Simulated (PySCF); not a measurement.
Predicted microwave data (PBE0/pcSseg-1 in PySCF (dipole) on a GFN2-xTB geometry, gas phase) for one isomer of C9H9N:

| Item | Value |
| --- | --- |
| Rotational constants | A = 1517, B = 1269, C = 821.6 MHz |
| Dipole components | \|μa\| = 1.88 D, \|μb\| = 2.48 D, \|μc\| = 2.07 D |
| Inertial defect | -116.23 u·Å² |
| κ | 0.29 |

**Question.** Which candidate fits, each taken in the one conformer that was computed?
A. `[CH:1]#[C:2][CH2:3][C:4](=[CH2:5])[C:6](=[CH2:7])[CH2:8][C:9]#[N:10]` with C2–C3–C4–C5 93°, C3–C4–C6–C7 -145°, C4–C6–C8–C9 -90°
B. `Nc1ccc2c(c1)C=CC2`
C. `[N:1]#[C:2][CH2:3][C:4]1=[CH:5][C@@H:6]2[CH:7]=[CH:8][C@H:9]1[CH2:10]2` with C2–C3–C4–C5 -119°
D. 2,6-dimethylbenzonitrile, `Cc1cccc(C)c1C#N`
E. `[CH2:1]=[CH:2][C:3](=[CH2:4])[c:5]1[cH:6][cH:7][n:8][cH:9][cH:10]1` with C1–C2–C3–C4 180°, C2–C3–C5–C6 -90°
F. `[CH2:1]=[C:2]=[C:3]([CH3:4])[c:5]1[cH:6][cH:7][n:8][cH:9][cH:10]1` with C2–C3–C5–C6 0°

**Answer.** A. It is C#CCC(=C)C(=C)CC#N, an asymmetric top, point group C1. The candidates at the same level (rigid rotor, commonest isotopes):

```csv
SMILES,A (MHz),B (MHz),C (MHz),μa (D),μb (D),μc (D),Δ (u·Å²),point group,rotor
C=CC(=C)c1ccncc1,2568,956.8,902.3,2.36,0.30,0.00,-164.87,Cs,near-prolate asymmetric top
Cc1cccc(C)c1C#N,1782,1508,825.2,3.89,0.00,0.00,-6.21,C2v,asymmetric top
N#CCC1=C[C@@H]2C=C[C@H]1C2,3267,932.7,918.1,3.10,1.97,1.41,-146.08,C1,near-prolate asymmetric top
Nc1ccc2c(c1)C=CC2,3432,1040,802.3,0.78,0.10,0.92,-3.48,near Cs,asymmetric top
C=C=C(C)c1ccncc1,2757,943.3,709.3,2.92,0.65,0.00,-6.54,Cs,asymmetric top
C#CCC(=C)C(=C)CC#N,1517,1269,821.6,1.88,2.48,2.07,-116.23,C1,asymmetric top
```

`C=C=C(C)c1ccncc1` has A 82 % too high; `Nc1ccc2c(c1)C=CC2` has A 126 % too high; `C=CC(=C)c1ccncc1` has A 69 % too high; `Cc1cccc(C)c1C#N` has B 19 % too high; `N#CCC1=C[C@@H]2C=C[C@H]1C2` has A 115 % too high. No structure here is proved a minimum.
